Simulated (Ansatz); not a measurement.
Born–Oppenheimer molecular dynamics of H$_{3}$OSSn (6 atoms, charge -1, multiplicity 1). It goes on from the last frame of an earlier run, with new velocities.

Computed with RKS PBE0-D4/def2-SVP (Ansatz).

```json
{
  "ensemble": "NVT, Langevin thermostat",
  "time step": "1 fs",
  "steps asked": "150",
  "set temperature": "1000 K",
  "friction": "0.01 /fs",
  "masses": "H 2.014 u",
  "seed": "343453"
}
```

Frames 1 fs apart, positions in Å, forces in eV/Å.

Velocities at 0.0 fs (Å/ps):

```
O -11.21 -11.16 -1.23
S 2.87 3.28 -1.12
Sn 0.16 0.92 0.53
H 20.03 7.89 -5.15
H -10.78 -11.32 -32.80
H 24.79 -14.46 34.18
```

```xyz
6
Properties=species:S:1:pos:R:3:forces:R:3 time_fs=0.0 energy_less_start_eV=0.000 T=833
O 0.117 -2.357 1.513 0.33 0.63 -0.66
S 1.006 -1.577 0.440 0.11 -0.94 0.63
Sn -0.039 0.496 -0.279 -0.36 0.73 0.57
H -1.346 0.413 -1.407 -0.32 -0.04 -0.33
H 0.926 1.803 -1.041 -0.11 -0.28 0.23
H -0.922 1.244 1.108 0.35 -0.10 -0.44
6
Properties=species:S:1:pos:R:3:forces:R:3 time_fs=1.0 energy_less_start_eV=0.029 T=818
O 0.106 -2.369 1.511 0.53 0.83 -0.89
S 1.008 -1.574 0.439 -0.09 -1.12 0.83
Sn -0.039 0.497 -0.278 -0.24 0.69 0.70
H -1.326 0.423 -1.412 -0.47 -0.06 -0.38
H 0.915 1.789 -1.073 -0.07 -0.25 0.28
H -0.897 1.226 1.141 0.34 -0.09 -0.53
6
Properties=species:S:1:pos:R:3:forces:R:3 time_fs=2.0 energy_less_start_eV=0.065 T=780
O 0.096 -2.380 1.508 0.68 1.00 -1.06
S 1.010 -1.572 0.439 -0.24 -1.27 0.97
Sn -0.039 0.498 -0.278 -0.15 0.60 0.80
H -1.309 0.435 -1.417 -0.61 -0.09 -0.42
H 0.905 1.772 -1.104 -0.01 -0.19 0.31
H -0.871 1.206 1.170 0.32 -0.06 -0.60
6
Properties=species:S:1:pos:R:3:forces:R:3 time_fs=3.0 energy_less_start_eV=0.104 T=809
O 0.086 -2.390 1.504 0.81 1.14 -1.20
S 1.012 -1.570 0.440 -0.37 -1.39 1.08
Sn -0.038 0.499 -0.277 -0.05 0.50 0.86
H -1.294 0.445 -1.421 -0.72 -0.11 -0.44
H 0.895 1.752 -1.137 0.04 -0.13 0.35
H -0.843 1.184 1.195 0.28 -0.01 -0.64
6
Properties=species:S:1:pos:R:3:forces:R:3 time_fs=4.0 energy_less_start_eV=0.142 T=773
O 0.075 -2.399 1.499 0.91 1.25 -1.30
S 1.014 -1.569 0.441 -0.47 -1.47 1.14
Sn -0.038 0.501 -0.277 0.05 0.37 0.85
H -1.282 0.452 -1.428 -0.80 -0.12 -0.43
H 0.888 1.731 -1.171 0.09 -0.08 0.39
H -0.811 1.160 1.216 0.22 0.06 -0.65
6
Properties=species:S:1:pos:R:3:forces:R:3 time_fs=5.0 energy_less_start_eV=0.172 T=716
O 0.066 -2.406 1.494 0.97 1.31 -1.33
S 1.016 -1.568 0.444 -0.54 -1.52 1.15
Sn -0.037 0.503 -0.276 0.09 0.22 0.76
H -1.274 0.461 -1.438 -0.81 -0.13 -0.37
H 0.882 1.710 -1.201 0.14 -0.02 0.42
H -0.777 1.136 1.234 0.15 0.14 -0.63
6
Properties=species:S:1:pos:R:3:forces:R:3 time_fs=6.0 energy_less_start_eV=0.195 T=625
O 0.059 -2.412 1.487 1.00 1.35 -1.33
S 1.016 -1.568 0.447 -0.57 -1.54 1.12
Sn -0.035 0.504 -0.276 0.07 0.05 0.60
H -1.271 0.471 -1.453 -0.76 -0.14 -0.25
H 0.874 1.687 -1.229 0.20 0.05 0.43
H -0.744 1.113 1.245 0.07 0.22 -0.57
6
Properties=species:S:1:pos:R:3:forces:R:3 time_fs=7.0 energy_less_start_eV=0.218 T=595
O 0.051 -2.416 1.481 1.01 1.37 -1.31
S 1.017 -1.569 0.450 -0.59 -1.54 1.08
Sn -0.034 0.506 -0.275 -0.01 -0.11 0.36
H -1.270 0.481 -1.474 -0.66 -0.14 -0.08
H 0.864 1.665 -1.257 0.26 0.12 0.44
H -0.716 1.092 1.252 -0.01 0.30 -0.49
6
Properties=species:S:1:pos:R:3:forces:R:3 time_fs=8.0 energy_less_start_eV=0.242 T=530
O 0.044 -2.420 1.474 1.01 1.37 -1.27
S 1.017 -1.571 0.453 -0.60 -1.52 1.03
Sn -0.032 0.507 -0.275 -0.10 -0.25 0.06
H -1.274 0.490 -1.498 -0.51 -0.15 0.12
H 0.857 1.647 -1.284 0.30 0.16 0.47
H -0.691 1.072 1.256 -0.09 0.39 -0.41
6
Properties=species:S:1:pos:R:3:forces:R:3 time_fs=9.0 energy_less_start_eV=0.267 T=510
O 0.037 -2.423 1.467 1.00 1.36 -1.22
S 1.016 -1.574 0.456 -0.60 -1.49 0.96
Sn -0.031 0.509 -0.274 -0.16 -0.36 -0.30
H -1.283 0.495 -1.522 -0.35 -0.14 0.33
H 0.854 1.635 -1.309 0.29 0.15 0.52
H -0.665 1.055 1.257 -0.18 0.47 -0.29
6
Properties=species:S:1:pos:R:3:forces:R:3 time_fs=10.0 energy_less_start_eV=0.296 T=435
O 0.031 -2.425 1.459 0.97 1.33 -1.15
S 1.015 -1.577 0.459 -0.57 -1.44 0.87
Sn -0.030 0.510 -0.274 -0.17 -0.44 -0.69
H -1.294 0.500 -1.544 -0.20 -0.13 0.52
H 0.852 1.628 -1.331 0.27 0.12 0.59
H -0.635 1.039 1.256 -0.29 0.56 -0.13
6
Properties=species:S:1:pos:R:3:forces:R:3 time_fs=11.0 energy_less_start_eV=0.327 T=428
O 0.026 -2.426 1.451 0.91 1.28 -1.06
S 1.015 -1.578 0.464 -0.52 -1.38 0.76
Sn -0.030 0.512 -0.273 -0.17 -0.51 -1.05
H -1.307 0.504 -1.561 -0.07 -0.12 0.67
H 0.849 1.626 -1.350 0.23 0.08 0.65
H -0.606 1.025 1.256 -0.38 0.65 0.03
```

Of the whole run (150 fs, mean temperature of the second half 649 K): The mean temperature of the second half is 35 % below the set value. A run of 0.15 ps of so small a system gives no equilibrium averages. Limits of this set-up: an anion without diffuse functions, the dipole of an ion depends on the origin.

Run time: 4.4 min on 1 thread of Arm Neoverse V2, on a shared host, peak memory 0.13 GiB.
